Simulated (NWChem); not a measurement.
SbCl₂F; SMILES [F][Sb]([Cl])[Cl]

```xyz
4

Sb     0.4144     0.3727     0.0000
F      1.4557    -1.2496     0.0000
Cl    -1.0070    -0.2282     1.7833
Cl    -1.0070    -0.2282    -1.7833
```
Atoms are numbered in this order, from 1.

Results from NWChem. All runs use the structure optimised with PBE0/def2-SVP. Not confirmed as a minimum by frequencies. def2 effective core potentials on Sb; no spin-orbit coupling. Ions are spin-unrestricted doublets at the neutral geometry; other ion states weren't tried.

Task: Estimate the computed values for PBE/def2-SVP. Quantities: vertical ionisation energy, ΔSCF (eV); −ε(HOMO) (eV).

Result: 
```
Property                               Value
-------------------------------------  -----
vertical ionisation energy, ΔSCF (eV)  10.47
−ε(HOMO) (eV)                           7.40
```
